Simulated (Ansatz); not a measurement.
Basis-set extrapolation for C5H5F3O2 (`CC(=O)CC(=O)C(F)(F)F`) (PBE0-D4/def2-TZVP geometry, frozen core, the Gaussian-basis code of Ansatz). Multiplicity 1, RHF reference.

```tsv
	def2-TZVPP	def2-QZVPP
HF	-640.566234	-640.594040
MP2 correlation	-1.995213	-2.156057
CCSD(T) correlation	-2.100695	not run
```

Energies in hartree. Use E(X) = E(∞) + A·exp(−7.88·√X) for Hartree–Fock and E(X) = E(∞) + B·X^(−2.97) for correlation, with X = 3 and 4, and add CCSD(T) minus MP2 of the smaller set to the MP2 limit.

Q: What is the CCSD(T) energy at the basis-set limit?

A: HF limit: -640.594040 + (-0.027806) × 0.13774 = -640.59787. MP2 limit: -2.156057 + (-0.160844) × 0.74074 = -2.27520. Higher-order term: -2.100695 − (-1.995213) = -0.10548. Total: -642.97855 hartree, 195.5 kcal/mol below CCSD(T)/def2-TZVPP.
